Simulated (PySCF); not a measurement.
Record of a relaxation.

Compound: C7H7Cl.
Atom-mapped SMILES: `[CH3:1][c:2]1[cH:3][cH:4][c:5]([Cl:6])[cH:7][cH:8]1` (hydrogens: H9, H10, H11 on C1; H12 on C3; H13 on C4; H14 on C7; H15 on C8)

Method: PySCF 2.14.0, PBE0/def2-SV(P) geometry optimisation, gas phase; density fitting, grid level 1; the optimiser is geomeTRIC in internal coordinates, started from a GFN2-xTB structure. The frame can shift and turn from step to step; on so coarse a grid that alone can change the energy by a few meV, and forces under 0.02 eV/Å are noise.

Step 0: E = -19873.3671 eV, largest atomic force 0.557 eV/Å
```
atom  x, y, z in Å  |  force x, y, z in eV/Å
C1     -2.246   -0.215   -0.056    0.513   0.047  -0.038
C2     -0.756   -0.069   -0.007   -0.456  -0.043   0.029
C3      0.061   -1.185    0.123    0.061   0.121  -0.007
C4      1.438   -1.065    0.152    0.017   0.002  -0.017
C5      2.010    0.192    0.046    0.408   0.038   0.008
Cl6     3.734    0.356    0.083    0.133   0.015   0.005
C7      1.217    1.320   -0.089    0.018   0.001  -0.015
C8     -0.159    1.181   -0.114    0.080  -0.110   0.015
H9     -2.569   -1.082    0.515   -0.248  -0.404   0.271
H10    -2.574   -0.349   -1.087   -0.270  -0.073  -0.482
H11    -2.736    0.672    0.339   -0.322   0.399   0.191
H12    -0.386   -2.166    0.204   -0.209  -0.495   0.060
H13     2.065   -1.937    0.256    0.327  -0.397   0.051
H14     1.673    2.294   -0.171    0.248   0.451  -0.031
H15    -0.777    2.061   -0.217   -0.300   0.447  -0.039
```

Step 1: E = -19873.4146 eV, largest atomic force 0.116 eV/Å
```
atom  x, y, z in Å  |  force x, y, z in eV/Å
C1     -1.462    0.015    0.008   -0.109  -0.011   0.004
C2      0.030    0.162    0.070    0.079   0.009   0.001
C3      0.863   -0.955    0.207   -0.063  -0.093   0.006
C4      2.250   -0.833    0.235    0.102  -0.054   0.009
C5      2.830    0.430    0.127    0.035   0.004  -0.001
Cl6     4.559    0.597    0.165   -0.112  -0.011  -0.001
C7      2.025    1.560   -0.007    0.091   0.071  -0.004
C8      0.641    1.417   -0.033   -0.080   0.079  -0.010
H9     -1.807   -0.861    0.583    0.011   0.026  -0.017
H10    -1.807   -0.122   -1.036    0.013   0.004   0.024
H11    -1.974    0.908    0.406    0.017  -0.026  -0.012
H12     0.417   -1.952    0.296    0.027   0.041  -0.003
H13     2.888   -1.714    0.344   -0.022   0.022  -0.001
H14     2.488    2.548   -0.086   -0.019  -0.025   0.003
H15     0.017    2.313   -0.134    0.033  -0.036   0.004
```

Step 2: E = -19873.4151 eV, largest atomic force 0.064 eV/Å
```
atom  x, y, z in Å  |  force x, y, z in eV/Å
C1     -1.461    0.013    0.007   -0.026   0.014  -0.004
C2      0.033    0.164    0.070    0.007  -0.018   0.002
C3      0.864   -0.956    0.206    0.000   0.004   0.000
C4      2.251   -0.834    0.235   -0.039   0.026  -0.004
C5      2.825    0.431    0.127    0.060  -0.022   0.005
Cl6     4.552    0.590    0.167    0.007   0.028  -0.002
C7      2.026    1.565   -0.007    0.008  -0.029   0.003
C8      0.641    1.421   -0.034   -0.024  -0.008   0.001
H9     -1.804   -0.863    0.582    0.005   0.002   0.000
H10    -1.805   -0.125   -1.035    0.004   0.001   0.000
H11    -1.975    0.904    0.405    0.001   0.000   0.000
H12     0.417   -1.952    0.296   -0.003   0.005  -0.001
H13     2.889   -1.714    0.345    0.001   0.009   0.000
H14     2.489    2.552   -0.086    0.001  -0.006   0.001
H15     0.017    2.316   -0.135   -0.002  -0.005   0.000
```

Step 3: E = -19873.4153 eV, largest atomic force 0.036 eV/Å
```
atom  x, y, z in Å  |  force x, y, z in eV/Å
C1     -1.463    0.014    0.007    0.017  -0.005  -0.003
C2      0.032    0.161    0.069   -0.002   0.002   0.000
C3      0.864   -0.958    0.207    0.005   0.036  -0.003
C4      2.252   -0.834    0.236   -0.002   0.003   0.000
C5      2.828    0.431    0.128   -0.016   0.010   0.000
Cl6     4.553    0.602    0.167    0.012  -0.016   0.002
C7      2.026    1.562   -0.007   -0.031  -0.003  -0.001
C8      0.640    1.418   -0.034    0.019  -0.022   0.003
H9     -1.808   -0.861    0.581   -0.001  -0.008   0.005
H10    -1.806   -0.123   -1.036    0.001  -0.002  -0.006
H11    -1.974    0.907    0.404    0.001   0.007   0.003
H12     0.419   -1.954    0.296   -0.004  -0.011   0.001
H13     2.890   -1.714    0.346    0.007  -0.009   0.001
H14     2.488    2.549   -0.085    0.004   0.009  -0.001
H15     0.016    2.312   -0.135   -0.008   0.009  -0.001
```

Step 4: E = -19873.4154 eV, largest atomic force under 0.02 eV/Å
```
atom  x, y, z in Å  |  force x, y, z in eV/Å
C1     -1.463    0.013    0.006   -0.003  -0.003   0.000
C2      0.032    0.161    0.069    0.005   0.003   0.000
C3      0.865   -0.956    0.207   -0.005  -0.010   0.001
C4      2.252   -0.833    0.236   -0.003   0.002   0.000
C5      2.828    0.432    0.128    0.003   0.001   0.000
Cl6     4.554    0.599    0.168   -0.004   0.001   0.000
C7      2.025    1.563   -0.007    0.001   0.006   0.000
C8      0.640    1.419   -0.034    0.003   0.001   0.000
H9     -1.807   -0.862    0.581    0.000   0.000  -0.001
H10    -1.805   -0.124   -1.037    0.001   0.000   0.000
H11    -1.974    0.906    0.403    0.001  -0.001  -0.001
H12     0.419   -1.953    0.296    0.001  -0.001   0.000
H13     2.891   -1.713    0.346   -0.001   0.001   0.000
H14     2.487    2.550   -0.085    0.000   0.000   0.000
H15     0.015    2.313   -0.136    0.001   0.000   0.000
```

Q: Summarise the path.

A: The energy falls by 4.66 kJ/mol from step 0 to step 4; nine tenths of that is first reached at step 1. It falls at every step. The largest force goes from 0.557 to under 0.02 eV/Å. Among the bonds C1–H10 changes most (a near tie, within 0.001 Å, with another), from 1.090 to 1.106 Å; the atoms move by 0.024 Å rms after alignment.

Q: Follow the three bonds and two angles with the largest change from start to end.

A: 
| step | E above end (kJ/mol) | largest force (eV/Å) | C1–H10 (Å) | C1–H11 (Å) | C1–H9 (Å) | C2–C1–H10 (°) | H9–C1–H11 (°) |
| --- | --- | --- | --- | --- | --- | --- | --- |
| 0 | 4.66 | 0.557 | 1.090 | 1.087 | 1.087 | 110.0 | 109.0 |
| 1 | 0.07 | 0.116 | 1.107 | 1.104 | 1.104 | 111.2 | 108.0 |
| 2 | 0.03 | 0.064 | 1.106 | 1.103 | 1.103 | 111.1 | 108.0 |
| 3 | 0.01 | 0.036 | 1.106 | 1.103 | 1.103 | 111.1 | 108.0 |
| 4 | 0.00 | under 0.02 | 1.106 | 1.103 | 1.103 | 111.1 | 108.0 |

What follows is the cost of the whole optimisation. On Arm Neoverse N1, one thread, no GPU (shared host), this took 44 s of wall time and 0.59 GiB of memory at its peak.
